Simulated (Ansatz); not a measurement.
`[I][GeH2][I]`. Charge 0, multiplicity 1. I takes the def2 core potential.

Q: List the harmonic frequencies (cm⁻¹, unscaled) at PBE0-D4/def2-TZVP in Ansatz. (Best estimate.)

A: Ansatz gave: 72, 237, 270, 444, 615, 720, 841, 2169, 2186.

Q: Is this a minimum?

A: Yes, all 9 modes are real.

Q: Give the ideal-gas thermochemistry at 298.15 K and 1 bar (rigid rotor, harmonic oscillator; point group C2v, symmetry number 2).

A: Zero-point energy 45.2 kJ/mol; H(298) − E = 61.3 kJ/mol; entropy 341.0 J/(mol·K), of which translation 181.1, rotation 121.4, vibration 38.5; G(298) − E = -40.4 kJ/mol. Modes under 100 cm⁻¹ are hindered rotations or soft bends, so the harmonic entropy is rough.

Q: And at 400, 500, 600, 800 and 1000 K?

A: 
```tsv
T (K)	H − E (kJ/mol)	S (J/mol/K)	G − E (kJ/mol)
400	69.0	363.2	-76.3
500	77.1	381.3	-113.6
600	85.6	396.9	-152.5
800	103.7	422.8	-234.6
1000	122.6	443.9	-321.3
```
